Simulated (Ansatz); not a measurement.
Basis-set series for C2H8BNSi, SMILES `N[SiH]1BCC1`. Total charge 0; spin multiplicity 1. The structure was optimised at the PBE0-D4/def2-TZVP level. It is one conformer, not always the lowest.

| functional | basis | functions | energy (Eh) | HOMO (eV) | LUMO (eV) |
| --- | --- | --- | --- | --- | --- |
| PBE0-D4 | def2-SVP | 114 | -449.57376 | -6.58 | -1.62 |
| PBE0-D4 | def2-TZVPP | 278 | -449.85881 | -6.74 | -1.74 |
| ωB97M-V | def2-SVP | 114 | -449.77270 | -8.78 | 0.41 |
| ωB97M-V | def2-TZVPP | 278 | -450.06755 | -8.94 | 0.18 |

(1) Give the rows for def2-QZVPP. (An estimate is asked.)

## Answers

(1) Ansatz gave: 
```tsv
functional	basis	functions	energy (Eh)	HOMO (eV)	LUMO (eV)
PBE0-D4	def2-QZVPP	538	-449.87828	-6.77	-1.77
ωB97M-V	def2-QZVPP	538	-450.08582	-8.97	0.10
```

Positive LUMOs are unbound and depend on the basis.
